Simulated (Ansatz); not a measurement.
```xyz
2

Be   -0.0215   -0.0362   -0.9193
O    -0.0345    0.0010    0.4823
```

Basis set: cc-pVDZ (spherical functions). Frozen core: 1 orbital. Charge 0, multiplicity 1.

Computed with Ansatz (development build ahead of 0.2.0); each method stands on the lowest determinant of its kind that the runs found. Restricted open shells among the atoms or ions are ROHF, correlated in semicanonical orbitals with singles.

Give the atomization energy at this shape (free ground-state atoms in the same class of orbitals less the molecule, no zero-point energy) of singlet BeO by RHF-MP2, RHF.

```tsv
method	atomization energy
RHF-MP2	426.5 kJ/mol
RHF	112.3 kJ/mol
```

Caution: in another basis set an unrestricted determinant lies well below.
